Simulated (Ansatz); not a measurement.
Zr2N2, relaxed as a singlet with RKS PBE0-D4/def2-TZVP in Ansatz, starting from the GFN1-xTB geometry. Force threshold 0.02 eV/Å.

In the def2 sets Zr takes a core potential; there is no spin–orbit coupling. The restricted singlet is unstable: a solution with broken spin symmetry lies lower. At PBE0-D4/def2-TZVP a triplet of charge 0 lies 0.22 eV below the restricted singlet, each at its own geometry. The structure comes from a short search, and lower isomers may exist.

Start:

```xyz
4

Zr   -0.505   -1.103    0.757
Zr    0.506    1.103   -0.757
N     0.844    0.297    0.996
N    -0.844   -0.296   -0.995
```

**Question.** Estimate the energy that the relaxation releases and the steps that it takes.

**Answer.** 23.5 kJ/mol, in 5 steps; 9.5 s on 4 threads of Arm Neoverse V1 on a shared host. No frequencies were taken in this run, so the end may be a saddle point.

**Question.** Does the start keep its bonding and symmetry?

**Answer.** By distances, no bond broke or formed. The bond that changes most is Zr1–N3, from 1.96 to 1.90 Å (atoms count from 1). Point group D2h at the start, D2h at the end, both within 0.05 Å.

**Question.** Predict the relaxed structure.

**Answer.** 
```xyz
4

Zr   -0.485   -1.059    0.726
Zr    0.485    1.058   -0.726
N     0.827    0.290    0.976
N    -0.827   -0.290   -0.975
```
Bond lengths (bridged metal pairs left out): 4 × N–Zr 1.90 Å.
